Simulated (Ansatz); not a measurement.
`F[Si]O[SiH3]` + `[OH][In]([OH])[SH]` → `[OH][In]([SH])[O][SiH3]` + `O[Si]F`  (ligand exchange at the Si–O bond)

Isolated molecules relaxed with PBE0-D4/def2-TZVP in Ansatz; ΔE leaves out vibrations. CBS: MP2 limit from def2 TZ/QZ plus the TZ coupled-cluster correction, frozen cores. This one scheme is used for every species. DFT in def2-TZVPP. B3LYP here is the variant with VWN-RPA as its local correlation; programs differ in this. def2 core potentials past Kr. For In outer-core shells are correlated without core-valence functions, which leaves a few kJ/mol of doubt a bond. One conformer a species, not always the lowest.

`F[Si]O[SiH3]`:

Z-matrix (Å, degrees):
```
Si
O 1 1.657
H 1 1.482 2 107.7
H 1 1.483 2 109.7 3 119.6
H 1 1.483 2 109.7 3 -119.6
Si 2 1.630 1 146.4 3 179.5
F 6 1.617 2 101.9 1 -0.0
```

`[OH][In]([OH])[SH]`:

Cartesian coordinates in Å:
```
O -0.292 1.700 1.098
In -0.039 0.071 0.006
O 1.243 -1.218 0.772
S -1.116 -0.396 -2.043
H -0.917 2.325 0.722
H 1.606 -0.905 1.605
H -0.485 -1.578 -2.160
```

`[OH][In]([SH])[O][SiH3]`:

```xyz
10

O    -0.945   -0.849    2.963
In   -0.323   -0.947    1.103
S     0.169   -2.893   -0.118
O    -0.126    0.841    0.268
Si    0.337    1.365   -1.201
H    -1.076    0.064    3.234
H     0.498   -2.170   -1.204
H     1.536    2.241   -1.094
H    -0.758    2.130   -1.856
H     0.690    0.217   -2.095
```

`O[Si]F`:

Z-matrix (Å, degrees):
```
O
Si 1 1.637
H 1 0.963 2 120.3
F 2 1.620 1 101.6 3 0.0
```

Problem. Is it downhill or uphill in electronic energy at CCSD(T)/CBS, and by how much? (Estimate.)

Solution. Ansatz gave: Downhill: ΔE = -8.7 kJ/mol.

Problem. What do these levels give: B3LYP-D4, r2SCAN0-D4, BHLYP-D4, B2PLYP, PBE-QIDH, LC-ωPBE, HF/def2-SVP, SCS-MP2/def2-TZVPP, CCSD/def2-TZVPP, HF/def2-QZVPP, SCS-MP2/def2-QZVPP, CCSD/CBS(def2)? (An estimate is asked.)

Solution. Computed: B3LYP-D4 -3.7, r2SCAN0-D4 -8.0, BHLYP-D4 -6.4, B2PLYP -4.8, PBE-QIDH -8.3, LC-ωPBE -6.4, HF/def2-SVP -6.4, SCS-MP2/def2-TZVPP -7.2, CCSD/def2-TZVPP -7.5, HF/def2-QZVPP -5.0, SCS-MP2/def2-QZVPP -7.4, CCSD/CBS(def2) -8.1 kJ/mol.

Problem. What do rigid-rotor, harmonic-oscillator terms from PBE0-D4/def2-TZVP frequencies (298.15 K, 1 bar) make of the CCSD(T)/CBS value? (An estimate is asked.)

Solution. Ansatz gave: ΔZPE = +0.5 kJ/mol, ΔH = -8.8 kJ/mol, ΔS = -13 J/(mol·K), ΔG = -4.9 kJ/mol. Modes under 50 cm⁻¹ make the entropy rough.

Largest T1 diagnostic among the species: 0.016.

Leaving LDA and LC-ωPBE aside and taking each functional with its dispersion term where it has one, the values, not all of them listed here, spread over 8.2 kJ/mol, from B97M-V to BLYP-D4. LDA lies −4.5 kJ/mol from PBE without D4. From BLYP to BHLYP (50 % exact exchange), in def2-TZVPP and without D4, ΔE moves by −4.7 kJ/mol.
